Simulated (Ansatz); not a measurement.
Reactions of C₂H₅NS (`CSC=N`).

Isolated molecules relaxed with PBE0-D4/def2-TZVP in Ansatz; ΔE leaves out vibrations. CBS: MP2 limit from def2 TZ/QZ plus the TZ coupled-cluster correction, frozen cores. This one scheme is used for every species. Functionals use def2-TZVPP. B3LYP here is the variant with VWN-RPA as its local correlation; programs differ in this. For Se outer-core shells are correlated without core-valence functions, which leaves a few kJ/mol of doubt a bond. Scalar relativity is left out up to krypton. One conformer a species, not always the lowest.

```
                                    reaction  CCSD(T)/CBS(def2) (eV)
   `CSC=N` + `FB(S)Cl` → `CSB(F)Cl` + `N=CS`                    0.13
         `CSC=N` + H₂Se → `N=C[SeH]` + CH₃SH                    0.28
              `CSC=N` + H₂O → `N=CO` + CH₃SH                    0.08
`CSC=N` + `N[SiH2]N` → `C[SiH](N)N` + `N=CS`                       ?
```

Problem. Fill in the missing values. (Best estimate.)

Solution. Computed: `CSC=N` + `N[SiH2]N` → `C[SiH](N)N` + `N=CS`: -0.41 eV.

Largest T1 diagnostic: 0.014, for `N=CO`.
